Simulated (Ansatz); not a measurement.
`CC([SiH3])CO` + H₂Te → `CC([SiH3])[TeH]` + CH₃OH  (substitution at a C–C bond)

Program: Ansatz. Geometries: PBE0-D4/def2-TZVP. ΔE: electronic, gas phase. CCSD(T)/CBS is the MP2 limit (def2-TZVPP, def2-QZVPP) plus CCSD(T) − MP2 in def2-TZVPP, frozen cores. This one scheme is used for every species. Functionals use def2-TZVPP. def2 core potentials past Kr. For Te outer-core shells are correlated without core-valence functions, which leaves a few kJ/mol of doubt a bond. Each species was taken in one conformer, which may not be the lowest.

**Question.** Is it downhill or uphill in electronic energy at CCSD(T)/CBS, and by how much? (Estimate.)

**Answer.** Computed: Downhill: ΔE = -1.3 kcal/mol.

**Question.** What do these levels give: PBE-D4, PBE0-D4, CCSD/def2-TZVPP, CCSD(T)/def2-TZVPP, SCS-MP2/def2-QZVPP, HF/CBS(def2)? (Estimate.)

**Answer.** Ansatz gave: PBE-D4 0.0, PBE0-D4 0.7, CCSD/def2-TZVPP 1.1, CCSD(T)/def2-TZVPP 0.4, SCS-MP2/def2-QZVPP -2.0, HF/CBS(def2) 2.2 kcal/mol.

Largest T1 diagnostic among the species: 0.011.

The D4 term adds −1.1 kcal/mol with B3LYP and −0.5 kcal/mol with PBE0; it sums over pairs of atoms, weighted by their polarisabilities, and B3LYP, whose exchange is more repulsive, gets the larger term. In def2-TZVPP, CCSD(T) changes the Hartree–Fock value by −2.0 kcal/mol (the triples alone add −0.7 kcal/mol) and MP2 by −4.1 kcal/mol.

B3LYP here is the variant with VWN-RPA as its local correlation; programs differ in this.
